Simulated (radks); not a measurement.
Fractional charge and spin in the 5s shell of tin: the spin-up occupation runs from 0 to 1 and the spin-down occupation from 0 to 1; the fullest corner is Sn, [Kr] 4d10 5p(up 1, down 1) 5s(up 1, down 1). Calculated with a radial shooting solver on a logarithmic mesh with Libxc functionals: scalar-relativistic Kohn-Sham, r2SCAN, spin-polarised, spherical densities, finite nucleus; meta-GGA in the generalised Kohn-Sham scheme; Fermi nuclear charge, rms radius of each element as measured or else 0.836 A^(1/3) + 0.57 fm. Energy (eV) above the fullest corner. The planes named below are the two flat planes that join the four corners, with an edge along up + down = one added electron.

down \ up,0,0.5,1
0,38.022,25.208,14.379
0.5,25.208,14.804,6.297
1,14.379,6.297,0.000

Corners above the fullest one (they belong to Sn+ and the next ion): (up 1, down 0) 14.379 eV, (up 0, down 1) 14.379 eV, (up 0, down 0) 38.022 eV. With half an added electron in each spin the energy lies 0.425 eV from the planes, and with half an added electron in spin up alone -0.992 eV. The planes are only a guide here: the flat-plane condition holds for ground states with one frontier orbital, while this shell lies below other occupied shells, so the corners above the fullest one are inner-hole states and not the ground states of those ions.
